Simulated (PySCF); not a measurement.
Pm⁵⁹⁺: ionisation energy

Pm⁵⁹⁺ 1s2 (1S) → Pm⁶⁰⁺ 1s1 (2S), as a difference of total energies. All numbers are calculated (PySCF 2.14, no relativity, point nucleus, in an uncontracted even-tempered set (15 s from 150 bohr⁻², ratio 2.2; 7 p from 220 bohr⁻², ratio 2.4; 4 d from 660 bohr⁻², ratio 2.4; 3 f from 990 bohr⁻², ratio 2.4; 3 g from 1500 bohr⁻², ratio 2.4)). Correlated levels: nothing frozen; virtual orbitals above 40 to 60 times the deepest correlated orbital energy dropped. The calculations carry no spin-orbit coupling.

```
                 method  ionisation energy (eV)  difference from reference (eV)
                    UHF                 49592.4                         -2551.9
                    LDA                 49525.9                         -2618.4
                    PBE                 49583.0                         -2561.3
                   PBE0                 49585.6                         -2558.7
                 r2SCAN                 49593.7                         -2550.6
                 PBEsol                 49561.5                         -2582.8
                  B97-3                 49590.6                         -2553.7
    MP2 (all electrons)                 49593.6                         -2550.7
SCS-MP2 (all electrons)                 49593.8                         -2550.5
```

Reference: 52144.29 ± 0.06 eV (theoretical estimate listed by NIST; NIST Atomic Spectra Database, ionization energies).

The gap to the reference is mostly relativistic.
